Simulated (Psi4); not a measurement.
**Predicting a hybrid from its neighbours: GeO**

GeO has 2 atoms, charge 0, and is taken as a singlet. SMILES: `[O]=[Ge]`. Geometry: relaxed at PBE0-D4/def2-TZVP.

The dipole moment y, in D, basis cc-pVTZ; a is the functional's share of exact exchange. Programs: Psi4 1.11.

| functional | program | a | y (D) |
| --- | --- | --- | --- |
| BLYP | Psi4 | 0 | 2.92 |
| revPBE | Psi4 | 0 | 2.84 |
| B3LYP | Psi4 | 0.2 | ? |
| PBE0 | Psi4 | 0.25 | 3.22 |
| BHLYP | Psi4 | 0.5 | 3.60 |

Problem. Fit y = c + s·a to the known rows and predict B3LYP.

Solution. 
1. Means of the 4 rows: a = 0.1875, y = 3.145.
2. Σ(Δa)² = 0.17188, Σ(Δa·Δy) = 0.24625, so the slope is 0.24625/0.17188 = 1.4327.
3. Intercept: 3.145 − (1.4327) × 0.1875 = 2.876. The largest residual of the fit is 0.044.
4. B3LYP: 2.876 + (1.4327) × 0.2 = 3.16 D.

The run gave 3.22 D, so the prediction is off by -0.06 D, more than the largest residual. More exact exchange makes the molecule more polar here. The rows mix families of semi-local functionals, which the line can't see.
